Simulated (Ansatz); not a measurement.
Consider the formal hydrolysis of the Nb–F bond: `[O]=[Nb]([OH])([F])[Cl]` + H₂O → `[O]=[Nb]([OH])([OH])[Cl]` + H–F.

Program: Ansatz. Geometries: PBE0-D4/def2-TZVP. ΔE: electronic, gas phase. CCSD(T)/CBS is the MP2 limit (def2-TZVPP, def2-QZVPP) plus CCSD(T) − MP2 in def2-TZVPP, frozen cores. This one scheme is used for every species. def2 core potentials past Kr. For Nb outer-core shells are correlated without core-valence functions, which leaves a few kJ/mol of doubt a bond. One conformer a species, not always the lowest.

```csv
species,MP2/CBS(def2) energy (Eh)
`[O]=[Nb]([OH])([F])[Cl]`,-767.63961
H₂O,-76.36589
`[O]=[Nb]([OH])([OH])[Cl]`,-743.60902
H–F,-100.38702
```

Problem. Work out ΔE.

Solution. ΔE = (-743.60902) + (-100.38702) − (-767.63961) − (-76.36589) = 0.00946 Eh = +24.8 kJ/mol. CCSD(T)/CBS gives +27.4 kJ/mol.

Largest T1 diagnostic among the species: 0.022, so the coupled-cluster value is less sure than usual.

In def2-TZVPP, CCSD(T) changes the Hartree–Fock value by −7.1 kJ/mol (the triples alone add −0.9 kJ/mol) and MP2 by −9.7 kJ/mol. From r2SCAN to r2SCAN0 (25 % exact exchange), in def2-TZVPP and without D4, ΔE moves by −3.4 kJ/mol.
